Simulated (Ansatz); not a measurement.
One change: `OC#C[CH2][GaH2]` becomes `OC#CC[SiH3]`.

Ansatz, PBE0-D4/def2-TZVP geometries, multiplicity 1. Each molecule was computed in one conformer, which needn't be the lowest.

Scalar relativity is left out up to krypton.

| property | `OC#C[CH2][GaH2]` |
| --- | --- |
| HOMO energy (PBE0/def2-TZVPP) / eV | -6.63 |
| LUMO energy (B3LYP/def2-TZVPP) / eV | -1.84 |
| HOMO–LUMO gap (PBE/def2-TZVPP) / eV | 3.08 |
| HOMO energy (B3LYP/def2-TZVPP) / eV | -6.43 |
| LUMO energy (ωB97M-V/def2-TZVPP) / eV | 0.13 |
| LUMO energy (PBE0/def2-TZVPP) / eV | -1.54 |

Task: What does the change do to each property? (An estimate is asked.)

Result: Computed: 
```tsv
property	`OC#CC[SiH3]`	shift
HOMO energy (PBE0/def2-TZVPP) / eV	-6.87	-0.24
LUMO energy (B3LYP/def2-TZVPP) / eV	0.08	1.92
HOMO–LUMO gap (PBE/def2-TZVPP) / eV	5.16	2.08
HOMO energy (B3LYP/def2-TZVPP) / eV	-6.64	-0.21
LUMO energy (ωB97M-V/def2-TZVPP) / eV	1.94	1.81
LUMO energy (PBE0/def2-TZVPP) / eV	0.47	2.01
```

With PBE0 the HOMO falls by 0.24 eV and the LUMO rises by 2.01 eV, so the gap widens by about 2.25 eV. PBE moves the HOMO by -0.18 eV and ωB97M-V by -0.33 eV. The zero-point energy changes by 32.8 kJ/mol with +3 modes.

Positive LUMOs are unbound, so they and the gaps depend on the basis.

B3LYP here is the variant with VWN-RPA as its local correlation; programs differ in this.
